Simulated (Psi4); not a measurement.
Psi4 input (wB97X-D/6-311+G**):

```
memory 1500 MB

molecule {
-1 1
C    -1.63266700   -1.10247900   -0.09396400
C    -0.70820500   -0.27288100    0.81134600
B     0.50269300    0.47497700    0.01319800
N     0.71080700    1.82819100   -0.10414400
N     1.41307000   -0.49447600   -0.67607200
H    -2.10404500   -0.46232800   -0.84644800
H    -1.06263800   -1.85863200   -0.64037000
H    -2.43614500   -1.61681000    0.45265900
H    -1.30676800    0.47098000    1.35104000
H    -0.29403200   -0.94136800    1.58460900
H    -0.02348000    2.36636100    0.35442200
H     1.61564500   -1.35633400   -0.18628300
H     2.27608500   -0.06059900   -0.97840000
symmetry c1
no_reorient
no_com
}

set {
  basis 6-311+G**
  reference rks
  scf_type df
  df_basis_scf def2-universal-jkfit
  dft_radial_points 99
  dft_spherical_points 590
  e_convergence 1e-8
  d_convergence 1e-7
  maxiter 150
}

e = energy('wb97x-d')
print_out(f'\nFINAL {e:.10f} DIPOLE {variable("CURRENT DIPOLE")[0]:.6f} {variable("CURRENT DIPOLE")[1]:.6f} {variable("CURRENT DIPOLE")[2]:.6f}\n')
```

Output:

```
   => Loading Basis Set <=

    Name: 6-311+G**
    Role: ORBITAL
    Keyword: BASIS
    atoms 1-2  entry C          line   129 file 6-311pgss.gbs
    atoms 3    entry B          line   108 file 6-311pgss.gbs
    atoms 4-5  entry N          line   150 file 6-311pgss.gbs
    atoms 6-13 entry H          line    42 file 6-311pgss.gbs

   => WB97X-D: Empirical Dispersion <=

    Chai and Head-Gordon Dispersion Correction
    Chai, J.-D.; Head-Gordon, M. (2010), J. Chem. Phys., 132: 6615-6620

        s6 =       1.000000

         ---------------------------------------------------------
                                   SCF
               by Justin Turney, Rob Parrish, Andy Simmonett
                          and Daniel G. A. Smith
                              RKS Reference
         ---------------------------------------------------------

  ==> Geometry <==

    Molecular point group: c1
    Full point group: C1

    Geometry (in Angstrom), charge = -1, multiplicity = 1:

       Center              X                  Y                   Z               Mass
    ------------   -----------------  -----------------  -----------------  -----------------
         C           -1.632667000000    -1.102479000000    -0.093964000000    12.000000000000
         C           -0.708205000000    -0.272881000000     0.811346000000    12.000000000000
         B            0.502693000000     0.474977000000     0.013198000000    11.009305360000
         N            0.710807000000     1.828191000000    -0.104144000000    14.003074004430
         N            1.413070000000    -0.494476000000    -0.676072000000    14.003074004430
         H           -2.104045000000    -0.462328000000    -0.846448000000     1.007825032230
         H           -1.062638000000    -1.858632000000    -0.640370000000     1.007825032230
         H           -2.436145000000    -1.616810000000     0.452659000000     1.007825032230
         H           -1.306768000000     0.470980000000     1.351040000000     1.007825032230
         H           -0.294032000000    -0.941368000000     1.584609000000     1.007825032230
         H           -0.023480000000     2.366361000000     0.354422000000     1.007825032230
         H            1.615645000000    -1.356334000000    -0.186283000000     1.007825032230
         H            2.276085000000    -0.060599000000    -0.978400000000     1.007825032230

  Running in c1 symmetry.

  Rotational constants: A =      0.24341  B =      0.11651  C =      0.08907 [cm^-1]
  Rotational constants: A =   7297.21896  B =   3492.96606  C =   2670.26325 [MHz]
  Nuclear repulsion =  160.763056915344322

  Charge       = -1
  Multiplicity = 1
  Electrons    = 40
  Nalpha       = 20
  Nbeta        = 20

  ==> Algorithm <==

  SCF Algorithm Type is DF.
  DIIS enabled.
  MOM disabled.
  Fractional occupation disabled.
  Guess Type is SAD.
  Energy threshold   = 1.00e-08
  Density threshold  = 1.00e-07
  Integral threshold = 1.00e-12

  ==> Primary Basis <==

  Basis Set: 6-311+G**
    Blend: 6-311+G**
    Number of shells: 82
    Number of basis functions: 158
    Number of Cartesian functions: 163
    Spherical Harmonics?: true
    Max angular momentum: 2

  ==> DFT Potential <==

   => LibXC <=

    Version 7.1.2
    S. Lehtola, C. Steigemann, M. J. T. Oliveira, and M. A. L. Marques,  SoftwareX 7, 1–5 (2018) (10.1016/j.softx.2017.11.002)

   => Composite Functional: WB97X-D <=

    wB97X-D Hyb-GGA Exchange-Correlation Functional

    J.-D. Chai and M. Head-Gordon,  Phys. Chem. Chem. Phys. 10, 6615–6620 (2008) (10.1039/B810189B)

    Deriv               =              1
    GGA                 =           TRUE
    Meta                =          FALSE

    Exchange Hybrid     =           TRUE
    MP2 Hybrid          =          FALSE

   => Exchange-Correlation Functionals <=

    1.0000   wB97X-D range-separated functional

   => Exact (HF) Exchange <=

    0.7780            HF,LR [omega = 0.2000]
    0.2220               HF

   => LibXC Density Thresholds  <==

    XC_HYB_GGA_XC_WB97X_D:  1.00E-14

   => Molecular Quadrature <=

    Radial Scheme          =       TREUTLER
    Pruning Scheme         =           NONE
    Nuclear Scheme         =       TREUTLER

    Blocking Scheme        =         OCTREE
    BS radius alpha        =              1
    Pruning alpha          =              1
    Radial Points          =             99
    Spherical Points       =            590
    Total Points           =         716189
    Total Blocks           =           5033
    Max Points             =            256
    Max Functions          =            157
    Weights Tolerance      =       1.00E-15

   => Loading Basis Set <=

    Name: DEF2-UNIVERSAL-JKFIT
    Role: JKFIT
    Keyword: DF_BASIS_SCF
    atoms 1-2  entry C          line   198 file def2-universal-jkfit.gbs
    atoms 3    entry B          line   138 file def2-universal-jkfit.gbs
    atoms 4-5  entry N          line   258 file def2-universal-jkfit.gbs
    atoms 6-13 entry H          line    18 file def2-universal-jkfit.gbs

  ==> Integral Setup <==

  SCF_SUBTYPE=INCORE selected. In-core MEM_DF algorithm will be used.
  Using in-core AOs.

  ==> MemDFJK: Density-Fitted J/K Matrices <==

    J tasked:                   Yes
    K tasked:                   Yes
    wK tasked:                  Yes
    Omega:                2.000E-01
    Algorithm:                 Core
    Schwarz Cutoff:           1E-12
    Mask sparsity (%):       2.2993
    Fitting Condition:        1E-10

   => Auxiliary Basis Set <=

  Basis Set: DEF2-UNIVERSAL-JKFIT
    Blend: DEF2-UNIVERSAL-JKFIT
    Number of shells: 173
    Number of basis functions: 523
    Number of Cartesian functions: 613
    Spherical Harmonics?: true
    Max angular momentum: 4

  Cached 25.0% of DFT collocation blocks in 0.634 [GiB].

  Minimum eigenvalue in the overlap matrix is 9.5727005547E-05.
  Reciprocal condition number of the overlap matrix is 9.0471127303E-06.
    Using symmetric orthogonalization.

  ==> Pre-Iterations <==

  SCF Guess: Superposition of Atomic Densities via on-the-fly atomic UHF (no occupation information).

   -------------------------
    Irrep   Nso     Nmo
   -------------------------
     A        158     158
   -------------------------
    Total     158     158
   -------------------------

  ==> Iterations <==

                           Total Energy        Delta E     RMS |[F,P]|

   @DF-RKS iter SAD:  -214.24081806779435   -2.14241e+02   0.00000e+00
   @DF-RKS iter   1:  -214.70984262430756   -4.69025e-01   7.84499e-03 ADIIS/DIIS
   @DF-RKS iter   2:  -211.29933100620792    3.41051e+00   1.23616e-02 ADIIS/DIIS
   @DF-RKS iter   3:  -215.20054135467427   -3.90121e+00   4.23321e-03 ADIIS/DIIS
   @DF-RKS iter   4:  -215.41394721224910   -2.13406e-01   1.36804e-03 ADIIS/DIIS
   @DF-RKS iter   5:  -215.44685190486553   -3.29047e-02   5.32980e-04 ADIIS/DIIS
   @DF-RKS iter   6:  -215.45096766300546   -4.11576e-03   2.02847e-04 ADIIS/DIIS
   @DF-RKS iter   7:  -215.45145733170492   -4.89669e-04   5.44686e-05 DIIS
   @DF-RKS iter   8:  -215.45149780359662   -4.04719e-05   2.14773e-05 DIIS
   @DF-RKS iter   9:  -215.45150394491469   -6.14132e-06   1.19356e-05 DIIS
   @DF-RKS iter  10:  -215.45150579044517   -1.84553e-06   2.82703e-06 DIIS
   @DF-RKS iter  11:  -215.45150595106674   -1.60622e-07   5.01864e-07 DIIS
   @DF-RKS iter  12:  -215.45150596048964   -9.42291e-09   2.02871e-07 DIIS
   @DF-RKS iter  13:  -215.45150596252918   -2.03954e-09   6.90953e-08 DIIS
  Energy and wave function converged.

  ==> Post-Iterations <==

   Electrons on quadrature grid:
      Ntotal   =   40.0000017299 ; deviation = 1.730e-06

    Orbital Energies [Eh]
    ---------------------

    Doubly Occupied:

       1A    -14.206585     2A    -14.129149     3A    -10.118621
       4A    -10.081756     5A     -6.604183     6A     -0.748914
       7A     -0.683121     8A     -0.643782     9A     -0.537454
      10A     -0.383834    11A     -0.373335    12A     -0.357279
      13A     -0.326288    14A     -0.283346    15A     -0.262123
      16A     -0.250573    17A     -0.212823    18A     -0.171408
      19A     -0.094253    20A     -0.081001

    Virtual:

      21A      0.169828    22A      0.187810    23A      0.191458
      24A      0.203829    25A      0.226665    26A      0.234367
      27A      0.238489    28A      0.258523    29A      0.260335
      30A      0.292867    31A      0.304529    32A      0.322490
      33A      0.332934    34A      0.340741    35A      0.352572
      36A      0.369522    37A      0.375879    38A      0.381453
      39A      0.397373    40A      0.401349    41A      0.410714
      42A      0.426470    43A      0.430290    44A      0.445475
      45A      0.457459    46A      0.470104    47A      0.477206
      48A      0.485085    49A      0.508902    50A      0.531141
      51A      0.568822    52A      0.612760    53A      0.635289
      54A      0.655750    55A      0.662838    56A      0.686013
      57A      0.718816    58A      0.736768    59A      0.782932
      60A      0.791022    61A      0.817953    62A      0.837927
      63A      0.864580    64A      0.875803    65A      0.891569
      66A      0.897273    67A      0.922848    68A      0.934275
      69A      0.949844    70A      0.970877    71A      0.992006
      72A      1.050282    73A      1.069907    74A      1.089199
      75A      1.116454    76A      1.143382    77A      1.181556
      78A      1.189116    79A      1.194344    80A      1.268643
      81A      1.284619    82A      1.329576    83A      1.421271
      84A      1.437292    85A      1.464729    86A      1.502362
      87A      1.523483    88A      1.593281    89A      1.630568
      90A      1.669722    91A      1.706493    92A      1.738650
      93A      1.792077    94A      1.803178    95A      1.831469
      96A      1.839180    97A      1.858049    98A      1.908096
      99A      1.919742   100A      1.946802   101A      1.976377
     102A      2.022148   103A      2.053176   104A      2.075579
     105A      2.101480   106A      2.146611   107A      2.226403
     108A      2.249250   109A      2.317896   110A      2.334766
     111A      2.352981   112A      2.366897   113A      2.413674
     114A      2.476181   115A      2.563307   116A      2.579019
     117A      2.660458   118A      2.687952   119A      2.701710
     120A      2.711885   121A      2.731821   122A      2.764403
     123A      2.787389   124A      2.808836   125A      2.832239
     126A      2.849304   127A      2.879357   128A      2.889857
     129A      2.907328   130A      2.924541   131A      2.955853
     132A      2.972359   133A      3.021789   134A      3.053154
     135A      3.069577   136A      3.110748   137A      3.130056
     138A      3.208921   139A      3.270867   140A      3.402250
     141A      3.486015   142A      3.549892   143A      3.954758
     144A      4.055870   145A      4.061640   146A      4.094131
     147A      4.264749   148A      4.303921   149A      4.464204
     150A      4.632245   151A      4.835012   152A      5.058244
     153A      5.094982   154A     15.033839   155A     24.192169
     156A     24.265918   157A     35.903935   158A     35.994989

    Final Occupation by Irrep:
              A
    DOCC [    20 ]
    NA   [    20 ]
    NB   [    20 ]

  @DF-RKS Final Energy:  -215.45150596252918

   => Energetics <=

    Nuclear Repulsion Energy =            160.7630569153443219
    One-Electron Energy =                -616.5906193221173908
    Two-Electron Energy =                 262.1790282134808194
    DFT Exchange-Correlation Energy =     -21.7973929530600579
    Empirical Dispersion Energy =          -0.0055788161769322
    VV10 Nonlocal Energy =                  0.0000000000000000
    Total Energy =                       -215.4515059625292110

Computation Completed

Properties will be evaluated at   0.000000,   0.000000,   0.000000 [a0]

Properties computed using the SCF density matrix

 Multipole Moments:

 ------------------------------------------------------------------------------------
     Multipole            Electronic (a.u.)      Nuclear  (a.u.)        Total (a.u.)
 ------------------------------------------------------------------------------------

 L = 1.  Multiply by 2.5417464519 to convert [e a0] to [Debye]
 Dipole X            :         -1.0316430           -0.0000113           -1.0316543
 Dipole Y            :         -1.9736934           -0.0000000           -1.9736934
 Dipole Z            :          0.6511891           -0.0000019            0.6511872
 Magnitude           :                                                    2.3203062

 ------------------------------------------------------------------------------------

FINAL -215.4515059625 DIPOLE -1.031654 -1.973693 0.651187

*** Psi4 exiting successfully. Buy a developer a beer!
```

The dipole moment of an ion depends on the origin.

The geometry given is a B3LYP-D3(BJ)/def2-TZVP minimum.
